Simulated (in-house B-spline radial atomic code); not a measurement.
Configurations of neutral scandium, with energies counted from [Ar] 3d1 4s2. Computed with a radial B-spline atomic code at the basis-set limit: scalar-relativistic (X2C) HSE06, spin-polarised, spherical fractional occupations, exact exchange averaged over the configuration, Fermi nucleus of rms radius 3.5459 fm. Shells without spins written out take the highest spin.

Occupations are held fixed; configurations that lie above the ionisation limit could autoionise.

| configuration | E - E(ref) (eV) | highest orbital | its <r> (bohr) |
| --- | --- | --- | --- |
| [Ar] 3d1 4s1 4p1 | 1.8641 | 4p up | 4.644 |
| [Ar] 4s2 5s1 | 5.9348 | 5s up | 8.81 |
| [Ar] 4s2 5d1 | 7.3336 | 5d up | 17.66 |
| [Ne] 3s2 3p5 3d1 4s2 4f1 | 38.331 | 4f up | 16.46 |

Task: Order these further configurations by energy, lowest first.
A. [Ne] 3s2 3p5 3d1 4s2 5f1
B. [Ar] 3d2 4s1
C. [Ar] 4s2 5f1
D. [Ne] 3s2 3p5 3d1 4s2 4p1
E. [Ar] 3d1 4s1 5f1

Result: B (0.94147 eV), E (5.6722 eV), C (7.7667 eV), D (34.068 eV), A (38.62 eV).
